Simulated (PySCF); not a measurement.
**Electronic structure of Sc²⁺ (scandium, charge +2) at the M06-2X level**

Configuration: [Ar] 3d1, 2D determinant. Computed with PySCF 2.14 in x2c-TZVPall (6s5p4d1f, 48 functions), with the spin-free X2C one-electron Hamiltonian (Gaussian nucleus).

| Item | Value |
| --- | --- |
| Total energy | -763.474 hartree |
| One-electron energy | -1033.446 hartree |
| Hartree (Coulomb) energy | 308.902 hartree |
| Exchange-correlation energy | -38.930 hartree |
| ⟨S²⟩ | 0.7504 |
| ⟨L²⟩ | 6.005 |
| Sum of ⟨r⟩ | 13.37 bohr |
| Sum of ⟨r²⟩ | 16.27 bohr² |
| Traceless quadrupole moment −½Σ⟨3z² − r²⟩ along its main axis | 0.842 e·bohr² |
| Langevin diamagnetic susceptibility | -12.9 ×10⁻⁶ cm³/mol |
| Time after the integrals | 1.4 s of wall time on 1 thread of Neoverse-V1 (shared host) |

| shell | electrons | mean orbital energy (eV) | spread (eV) | rms radius, mean of both spins (bohr) |
| --- | --- | --- | --- | --- |
| 1s α | 1 | -4480.4 | 0 | 0.0845 |
| 1s β | 1 | -4480.3 | 0 | 0.0845 |
| 2s α | 1 | -512.37 | 0 | 0.372 |
| 2s β | 1 | -512.11 | 0 | 0.372 |
| 2p α | 3 | -423.75 | 0.182 | 0.340 |
| 2p β | 3 | -423.50 | 0.519 | 0.340 |
| 3s α | 1 | -78.112 | 0 | 1.15 |
| 3s β | 1 | -77.149 | 0 | 1.15 |
| 3p α | 3 | -54.433 | 0.010 | 1.26 |
| 3p β | 3 | -53.259 | 1.283 | 1.26 |
| 3d α | 1 | -21.691 | 0 | 1.75 |

Densities and radii are taken from the X2C orbitals without a picture-change correction, which distorts them close to the nucleus.
